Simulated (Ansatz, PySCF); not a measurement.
C₂H₅O, SMILES C([O-])C, charge -1. Atoms are numbered in the order given.

```xyz
8

C     -0.1812     1.1823     0.0000
C      0.4700    -0.2228     0.0000
O     -0.3920    -1.2299     0.0000
H      0.5736     1.9953     0.0000
H     -0.8240     1.2929    -0.8902
H     -0.8240     1.2929     0.8902
H      1.1893    -0.2054     0.8898
H      1.1893    -0.2054    -0.8898
```
Charge -1, spin multiplicity 1.

Geometry optimised at PBE0-D3(BJ)/def2-SVPD.

Two levels are set side by side: PBE-D3(BJ)/def2-SVPD (Ansatz, a quantum-chemistry and plane-wave program) and PBE0-D3(BJ)/def2-SVPD (Ansatz). Each level has its own optimised geometry; the coordinates shown are those of the second. Frequencies come from the Hessian of PySCF at each geometry. Differences are taken from unrounded values.

| quantity | PBE0-D3(BJ) |
|---|---|
| mean bond length (Å) | 1.211 |
| bond C1–C2 (Å) | 1.549 |
| bond C2–O3 (Å) | 1.326 |
| bond C1–H4 (Å) | 1.109 |
| bond C1–H5 (Å) | 1.104 |
| bond C1–H6 (Å) | 1.104 |
| bond C2–H7 (Å) | 1.144 |
| bond C2–H8 (Å) | 1.144 |
| highest harmonic wavenumber (cm⁻¹) | 3087 |
| mean harmonic wavenumber (cm⁻¹) | 1568 |
| zero-point energy (kcal/mol) | 40.34 |

### Question
What does PBE-D3(BJ) give, and how far is it from PBE0-D3(BJ)? (The exact figures need the calculation; the answer reports its results.)

### Answer

```
quantity                            PBE-D3(BJ)  PBE-D3(BJ) minus PBE0-D3(BJ)
----------------------------------  ----------  ----------------------------
mean bond length (Å)                     1.222                         0.010
bond C1–C2 (Å)                           1.561                         0.012
bond C2–O3 (Å)                           1.334                         0.009
bond C1–H4 (Å)                           1.119                         0.009
bond C1–H5 (Å)                           1.112                         0.008
bond C1–H6 (Å)                           1.112                         0.008
bond C2–H7 (Å)                           1.157                         0.013
bond C2–H8 (Å)                           1.157                         0.013
highest harmonic wavenumber (cm⁻¹)        2995                           -92
mean harmonic wavenumber (cm⁻¹)           1508                           -60
zero-point energy (kcal/mol)             38.79                         -1.55
```

GGA bonds tend to be longer and softer than those of functionals with exact exchange. Differences between two approximate levels are no errors against the true value.
